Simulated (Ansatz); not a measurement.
Li₃Si₆, relaxed as a doublet with UKS PBE0-D4/def2-SVP in Ansatz, starting from the GFN1-xTB geometry. Force threshold 0.02 eV/Å.

Another isomer (doublet) lies 0.54 eV lower at PBE0-D4/def2-TZVP; other spin states weren't run for this one.

Start:

```xyz
9

Li   -1.427    2.015    0.910
Li    2.354    0.348   -1.118
Li   -0.017    1.776   -1.489
Si    0.211   -1.740    1.819
Si   -1.740    0.109   -0.648
Si    0.202   -0.748   -1.691
Si   -1.703   -0.352    1.666
Si    1.592   -1.807   -0.105
Si    0.528    0.399    0.655
```

```json
{"step": "1", "energy (eV)": "-47843.8877", "largest force component (eV/Å)": "0.616", "SCF passes": "25"}
{"step": "2", "energy (eV)": "-47844.1226", "largest force component (eV/Å)": "0.267", "SCF passes": "25"}
{"step": "3", "energy (eV)": "-47844.1729", "largest force component (eV/Å)": "0.108", "SCF passes": "25"}
{"step": "4", "energy (eV)": "-47844.2389", "largest force component (eV/Å)": "0.166", "SCF passes": "25"}
{"step": "5", "energy (eV)": "-47844.2466", "largest force component (eV/Å)": "0.160", "SCF passes": "24"}
{"step": "6", "energy (eV)": "-47844.2619", "largest force component (eV/Å)": "0.101", "SCF passes": "25"}
{"step": "7", "energy (eV)": "-47844.2654", "largest force component (eV/Å)": "0.018", "SCF passes": "26"}
{"step": "8", "energy (eV)": "-47844.2672", "largest force component (eV/Å)": "0.021", "SCF passes": "25"}
{"step": "9", "energy (eV)": "-47844.2691", "largest force component (eV/Å)": "0.032", "SCF passes": "25"}
{"step": "10", "energy (eV)": "-47844.2711", "largest force component (eV/Å)": "0.062", "SCF passes": "25"}
{"step": "11", "energy (eV)": "-47844.2713", "largest force component (eV/Å)": "0.060", "SCF passes": "25"}
{"step": "12", "energy (eV)": "-47844.2723", "largest force component (eV/Å)": "0.020", "SCF passes": "26"}
{"step": "13", "energy (eV)": "-47844.2724", "largest force component (eV/Å)": "0.013", "SCF passes": "25"}
```

Force components are those of the run's own axes.

End:

Cartesian coordinates in Å:
```
Li -1.283 2.113 1.302
Li 2.647 0.381 -0.808
Li -0.550 1.577 -2.318
Si 0.049 -1.864 1.622
Si -1.610 0.276 -0.530
Si 0.343 -0.585 -1.578
Si -1.773 -0.419 1.683
Si 1.589 -1.900 -0.122
Si 0.588 0.421 0.750
```

Bonds lost: Li1–Li3, Li2–Li3, Li3–Si9 (atoms count from 1).

The force fell under the threshold at step 7, but the optimiser went on and released 0.007 eV more. No frequencies were taken in this run, so the end may be a saddle point.

Hardware: 4 threads of AMD EPYC 9R45 on a shared host. Wall time 25 s.
